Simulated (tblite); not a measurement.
C4H10FNSi.
SMILES with atom numbers: `[F:1][CH2:2][C@@H:3]1[CH2:4][CH2:5][NH:6][SiH2:7]1` (hydrogens: H8, H9 on C2; H10 on C3; H11, H12 on C4; H13, H14 on C5; H15 on N6; H16, H17 on Si7)

A start from a force field or distance geometry was refined with GFN2-xTB geometry optimisation, gas phase in tblite. Values at the start:

```
  coordinate    start
       F1–C2  1.370 Å
       C2–C3  1.508 Å
       C2–H8  1.099 Å
       C2–H9  1.082 Å
       C3–C4  1.555 Å
      C3–Si7  1.926 Å
      C3–H10  1.097 Å
       C4–C5  1.540 Å
      C4–H11  1.093 Å
      C4–H12  1.109 Å
       C5–N6  1.475 Å
      C5–H13  1.100 Å
      C5–H14  1.096 Å
      N6–Si7  1.738 Å
      N6–H15  1.023 Å
     Si7–H17  1.485 Å
    F1–C2–C3   108.8°
    C2–C3–C4   112.3°
   C2–C3–Si7   113.9°
    C3–C4–C5   108.1°
   C3–Si7–N6    93.2°
   C4–C3–Si7   102.4°
    C4–C5–N6   106.1°
   C5–N6–Si7   113.2°
 F1–C2–C3–C4    -174°
 C2–C3–C4–C5    -159°
C2–C3–Si7–N6     137°
C5–N6–Si7–C3       9°
```

How do these coordinates change at the GFN2-xTB level?

| coordinate | GFN2-xTB (Å or °) | change |
| --- | --- | --- |
| C3–C4 | 1.528 | -0.027 |
| C5–N6 | 1.450 | -0.025 |
| N6–Si7 | 1.716 | -0.022 |
| Si7–H17 | 1.465 | -0.020 |
| N6–H15 | 1.005 | -0.018 |
| C4–H12 | 1.092 | -0.017 |
| C3–Si7 | 1.912 | -0.014 |
| C4–C5 | 1.526 | -0.014 |
| C2–H9 | 1.095 | +0.013 |
| F1–C2 | 1.377 | +0.007 |
| C2–C3 | 1.514 | +0.006 |
| C3–H10 | 1.094 | -0.003 |
| C2–H8 | 1.097 | -0.002 |
| C5–H14 | 1.095 | -0.001 |
| C5–H13 | 1.099 | -0.001 |
| C4–H11 | 1.092 | -0.001 |
| F1–C2–C3 | 110.4 | +1.6 |
| C5–N6–Si7 | 114.9 | +1.7 |
| C3–Si7–N6 | 91.6 | -1.6 |
| C2–C3–Si7 | 115.3 | +1.4 |
| C4–C3–Si7 | 103.5 | +1.1 |
| C3–C4–C5 | 107.4 | -0.7 |
| C2–C3–C4 | 111.6 | -0.7 |
| C4–C5–N6 | 106.0 | -0.1 |
| F1–C2–C3–C4 | 180 | -6 |
| C2–C3–C4–C5 | -161 | -2 |
| C2–C3–Si7–N6 | 140 | +3 |
| C5–N6–Si7–C3 | 7 | -2 |

The energy falls by 0.234 eV over 51 L-BFGS steps, the largest force on an atom goes from 1.21 to 0.010 eV/Å, and the atoms move by 0.133 Å rms after alignment. The bond that changes most is C3–C4 (sp3 carbon bound to silicon to ring CH2 carbon), which shortens by 0.027 Å. Bonds longer at the end by more than 0.005 Å: 3 of 17; shorter: 8. Among the dihedrals that turn most is H14–C5–N6–H15, from 84° to 52°. Rotational constants go from 3876, 1511, 1166 to 3909, 1534, 1175 MHz.

The run took 0.54 s on Arm Neoverse N1, one thread, no GPU (shared host).

Its GFN2-xTB frequencies are all real (lowest 71 cm⁻¹). One conformer, not necessarily the lowest.

These are computed values.
